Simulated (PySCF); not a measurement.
SMILES c1cc(oc1)[SiH2]O[SiH3] (C4H8O2Si2), GFN2-xTB optimised geometry.

```
16

Si     0.29    -2.93    -0.05
O     -0.83    -1.75    -0.01
Si    -1.62    -0.34     0.00
C     -0.35     1.03     0.00
C      1.02     1.03     0.00
C      1.43     2.38     0.00
C      0.28     3.11     0.00
O     -0.79     2.31     0.00
H      1.08    -2.74    -1.26
H      1.11    -2.79     1.15
H     -0.47    -4.17    -0.06
H     -2.43    -0.32    -1.22
H     -2.42    -0.33     1.23
H      1.65     0.16     0.00
H      2.43     2.76     0.00
H      0.11     4.17     0.00
```

Density from B3LYP/def2-TZVP in PySCF at that geometry.

Minimum of the electron density along straight lines between bonded atoms, close to the bond critical point (lines longer than 1.1 times the sum of covalent radii, or with two minima, are not listed):

```
bond     length / Å  ρ at the minimum / e bohr⁻³  ∇²ρ there / e bohr⁻⁵  position (fraction from the first atom)
-------  ----------  ---------------------------  --------------------  ---------------------------------------
Si1–O2        1.619                        0.139                  0.93                                     0.42
O2–Si3        1.618                        0.139                  0.93                                     0.58
Si3–C4        1.873                        0.121            (withheld)                                     0.39
C4–C5         1.371                        0.333                 -0.98                                     0.51
C5–C6         1.412                        0.303            (withheld)                                     0.50
C6–C7         1.362                        0.339                 -1.02                                     0.48
C4–O8         1.357                        0.286            (withheld)                                     0.33
C7–O8         1.340                        0.301                 -0.29                                     0.33
Si1–H9        1.462                        0.127                  0.18                                     0.49
Si1–H10       1.462                        0.127                  0.18                                     0.49
Si1–H11       1.460                        0.128                  0.18                                     0.49
Si3–H12       1.463                        0.128                  0.16                                     0.49
Si3–H13       1.463                        0.128                  0.16                                     0.49
C5–H14        1.071                        0.292                 -1.07                                     0.65
C6–H15        1.071                        0.292                 -1.06                                     0.65
C7–H16        1.073                        0.297                 -1.11                                     0.65
```

Q: Fill in the missing entries.

A: 
- Si3–C4, ∇²ρ there / e bohr⁻⁵: 0.21
- C5–C6, ∇²ρ there / e bohr⁻⁵: -0.84
- C4–O8, ∇²ρ there / e bohr⁻⁵: -0.24
